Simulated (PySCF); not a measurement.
**Excitation energy of N⁺ by level of theory**

N⁺ [He] 2s2 2p2 (3P) → N⁺ [He] 2s1 2p2 3s1 (5P), as a difference of total energies. Calculation: PySCF 2.14, in aug-cc-pCVTZ-DK with one added diffuse shell each of s, p, d, f type (8s7p5d3f, 75 functions); scalar relativity by spin-free X2C-1e. Correlated levels: valence and next inner shell: nothing frozen. The calculations carry no spin-orbit coupling.

```tsv
method	excitation energy (eV)
UHF	23.386
MP2 (valence and next inner shell)	24.952
SCS-MP2 (valence and next inner shell)	25.348
CCSD (valence and next inner shell)	25.344
CCSD(T) (valence and next inner shell)	25.391
```

Question: How much does correlation contribute at CCSD(T) (valence and next inner shell)?

Answer: 25.391 − (23.386) = 2.005 eV, measured against UHF.

The promoted electron is Rydberg-like, and one or two diffuse shells describe it only roughly, which tends to raise the upper state.
